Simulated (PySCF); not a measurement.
SMILES CCc1ccc(F)s1 (C6H7FS) (GFN2-xTB optimised geometry):

```
15

C     -2.264    -2.044    -1.394
C     -1.577    -1.916    -0.033
C     -0.648    -0.751     0.000
C      0.709    -0.751     0.000
C      1.284     0.543     0.000
C      0.329     1.501    -0.004
F      0.522     2.822    -0.006
S     -1.282     0.870    -0.006
H     -2.928    -2.905    -1.400
H     -2.848    -1.152    -1.606
H     -1.524    -2.169    -2.181
H     -2.338    -1.801     0.743
H     -1.006    -2.822     0.179
H      1.297    -1.651     0.004
H      2.338     0.747     0.003
```

Computed with PySCF with PBE0/def2-TZVP.

Problem. What are the frontier orbital energies and the dipole moment?

Solution. HOMO-2 -9.68 eV, HOMO-1 -7.43 eV, HOMO -6.45 eV, LUMO -0.33 eV, LUMO+1 0.34 eV; dipole moment 2.04 D.

Meta-Löwdin charges at PBE0/def2-TZVP: C1 -0.34, C2 -0.20, C3 -0.11, C4 -0.16, C5 -0.20, C6 0.15, F7 -0.25, S8 0.25, H9 0.12, H10 0.12, H11 0.12, H12 0.12, H13 0.12, H14 0.13, H15 0.14.
